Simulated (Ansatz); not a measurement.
# Changing the shape of GeH2, singlet

Calculated in Ansatz's Gaussian-basis code. Basis cc-pVTZ, nonrelativistic, 9 orbitals frozen in the corrections; active space CAS(4,5), shells under the valence barred from it. Restricted Hartree–Fock, then the lowest state-specific CASSCF solution met for each case. Single-reference values can break down or jump between states where bonds are stretched. Unlike active orbitals can shift such differences by tenths of an eV, at times by over 1 eV.

Case A:

```xyz
3

Ge    0.0000    0.0000    0.0000
H     0.0000    0.0000    1.5910
H     0.0000    1.5910   -0.0330
```

Case B. A bond is stretched, to 2.11 times the sum of the covalent radii.

```csv
atom,x (Å),y (Å),z (Å)
Ge,0.0000,0.0000,0.0000
H,0.0000,0.0000,3.1820
H,0.0000,1.5910,-0.0330
```

Energy less that of case A, in eV:

```json
{"case": "B", "RHF/ROHF": "+3.804", "CASSCF": "+2.434"}
```

**Question.** What does SC-NEVPT2 give for these differences?

**Answer.** B: +2.734 eV (63.0 kcal/mol).
